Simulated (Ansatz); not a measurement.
Ideal-gas functions of CH₄BrFSn, SMILES `[CH3][SnH]([F])[Br]` at 298.15 K and 1 bar, from an Ansatz frequency run at PBE0-D4/def2-TZVP.

Molar mass 233.66 g/mol, point group C1 (symmetry number 1), electronic degeneracy 1, moments of inertia 121.949, 406.337, 465.799 u Å². Harmonic wavenumbers (cm⁻¹, unscaled): 63, 109, 135, 151, 263, 533, 552, 565, 621, 781, 791, 1229, 1444, 1447, 1973, 3075, 3178, 3183.

Use S(trans) = R[1.5 ln M + 2.5 ln T − 1.1517]; rotational temperatures θ = 24.2544 K / I; S(rot) = R[ln(√π/σ · √(T³/θAθBθC)) + 1.5]; for each mode x = 1.438777 ν̃/T, S = R[x/(eˣ − 1) − ln(1 − e⁻ˣ)] and H = RT x/(eˣ − 1); 1 cm⁻¹ = 0.0119627 kJ/mol; R = 8.31446 J/(mol·K).

Problem. By hand: the entropy, in J/(mol·K).

Solution. Translation 176.9. Rotation: θ = 0.1989, 0.0597, 0.0521 K, giving 119.0. Vibration, mode by mode: 18.25, 13.75, 12.02, 11.13, 6.87, 2.43, 2.26, 2.15, 1.74, 0.93, 0.90, 0.15, 0.06, 0.06, 0.01, 0.00, 0.00, 0.00, in all 72.7. Electronic 0.0. Sum 368.6 J/(mol·K).

Problem. By hand: H − E and G − E in kJ/mol, counted from the electronic energy.

Solution. Zero-point energy ½ × 20093 × 0.0119627 = 120.2; thermal vibration 11.1; translation, rotation and pV give 4 RT = 9.9. H − E = 141.2 kJ/mol, and G − E = 141.2 − 298.15 × 368.6/1000 = 31.3 kJ/mol.

Vibration gives 20 % of the entropy, 44.0 J/(mol·K) of it from the modes under 150 cm⁻¹: soft modes count most, and the harmonic formula is weakest for them. The sum counts one conformer and one mirror image; others add a mixing term.
